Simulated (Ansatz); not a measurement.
Species: BNH₂F, charge 0, doublet. BNH2F (SMILES B(F)[NH], doublet).
B3LYP-D3(BJ)/def2-TZVP minimum from Ansatz (an electronic-structure program):
```xyz
5

B     -0.3380     0.0907    -0.2603
F      0.1698     1.0668     0.4915
H     -1.2966     0.3183    -0.9451
N      0.1203    -1.2294    -0.1846
H      0.6159    -1.7671    -0.8846
```
Charge 0, spin multiplicity 2.

Total energies in hartree (Ansatz). Radicals and triplets start from unrestricted determinants; spin-orbit coupling is neglected. Correlated methods leave the cores frozen. No relativity. For partners of very few electrons the exact lower level stands in for a higher one.

| species | HF/cc-pVTZ | CCSD(T)/cc-pVTZ | HF/cc-pVQZ | CCSD(T)/cc-pVQZ | CCSD(T)/cc-pVDZ | CCSDT(Q)/cc-pVDZ |
|---|---|---|---|---|---|---|
| 1: BNH2F (SMILES B([NH])F, doublet) | -179.84311 | -180.40017 | -179.85733 | -180.45539 | -180.21562 | -180.21730 |
| 2: B (doublet) | -24.53207 | -24.59810 | -24.53297 | -24.60084 | -24.58941 | -24.58977 |
| 3: F (doublet) | -99.40552 | -99.62036 | -99.41377 | -99.65026 | -99.52757 | -99.52776 |
| 4: H (doublet) | -0.49981 | -0.49981 | -0.49995 | -0.49995 | -0.49928 | -0.49928 |
| 5: N (quartet) | -54.40069 | -54.51471 | -54.40372 | -54.52482 | -54.47850 | -54.47866 |

### Question
Work out the atomisation energy (electronic, to ground-state atoms) in kJ/mol: take Hartree-Fock from cc-pVQZ, extrapolate the CCSD(T) correlation energy as X^-3 (X = 3, 4), and add CCSDT(Q) - CCSD(T) in cc-pVDZ. 1 hartree = 2625.5 kJ/mol.

### Answer

Species 1: correlation (64·(-0.59806) - 27·(-0.55706))/37 = -0.62798; step -0.00168; E1 = -179.85733 + (-0.62798) + (-0.00168) = -180.48699
Species 2: correlation (64·(-0.06787) - 27·(-0.06603))/37 = -0.06921; step -0.00036; E2 = -24.53297 + (-0.06921) + (-0.00036) = -24.60254
Species 3: correlation (64·(-0.23649) - 27·(-0.21484))/37 = -0.25229; step -0.00019; E3 = -99.41377 + (-0.25229) + (-0.00019) = -99.66625
Species 4: correlation (64·(0.00000) - 27·(0.00000))/37 = 0.00000; step +0.00000; E4 = -0.49995 + (0.00000) + (+0.00000) = -0.49995
Species 5: correlation (64·(-0.12110) - 27·(-0.11402))/37 = -0.12627; step -0.00016; E5 = -54.40372 + (-0.12627) + (-0.00016) = -54.53015
-1·E1 +1·E2 +1·E3 +2·E4 +1·E5 = 0.68815 hartree = 1806.7 kJ/mol.
